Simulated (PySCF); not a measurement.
Gas-phase reaction: SnH2 + 2 SnO2 + 2 H2O ⇌ 3 Sn(OH)2

Computed with PySCF (xtb for GFN2) and rigid-rotor harmonic-oscillator thermochemistry at 1 bar. † marks an energy on the PBE0/def2-TZVP geometry and frequencies; other levels use their own. MP2 and CCSD(T) freeze the core. All species are closed-shell singlets. Sn: scalar-relativistic def2 core potential, no spin-orbit coupling. SnH2, SnO2, Sn(OH)2: computed as isolated molecules; such fragments, hydroxides, amides, oligomers or adducts are transient or little studied in the gas. MP2 isn't extrapolated to the basis-set limit; its ΔH°(298 K) is -945.5 kJ in def2-SVP and -939.7 kJ in def2-TZVPP. CCSD(T) isn't extrapolated to the basis-set limit; its ΔH°(298 K) is -968.1 kJ in def2-SVP and -954.6 kJ in def2-TZVPP. The harmonic model lacks anharmonicity and excited electronic states, which grow with temperature; levels with a mode under 35 cm⁻¹ are left out. Internal rotation in Sn(OH)2 is treated as a harmonic vibration of one conformer, which makes the entropy rough. Warning, large T1 diagnostic: SnO2 (CCSD(T)/def2-TZVPP†).

| level | ΔE electronic, kJ | ΔH°(298 K), kJ | ΔS°(298 K), J/K | ΔG°(1200 K), kJ |
|---|---|---|---|---|
| BLYP/def2-TZVP† | -929 | -901 | -234 | -636 |
| CCSD(T)/def2-TZVPP† | -983 | -955 | -234 | -689 |
| GFN2-xTB | -1007 | -983 | -222 | -738 |
| HF/def2-TZVP† | -1172 | -1145 | -234 | -879 |
| M06-2X/def2-TZVP† | -1109 | -1081 | -234 | -816 |
| MP2/def2-TZVPP† | -968 | -940 | -234 | -675 |
| PBE/def2-TZVP† | -942 | -914 | -234 | -648 |
| PBE0/def2-TZVP | -1026 | -998 | -234 | -733 |
| ωB97M-V/def2-TZVP† | -1072 | -1044 | -234 | -779 |
| ωB97X-V/def2-TZVP† | -1056 | -1028 | -234 | -763 |
ΔH° is lowest at HF/def2-TZVP† and highest at BLYP/def2-TZVP†. No reference value is set beside these.
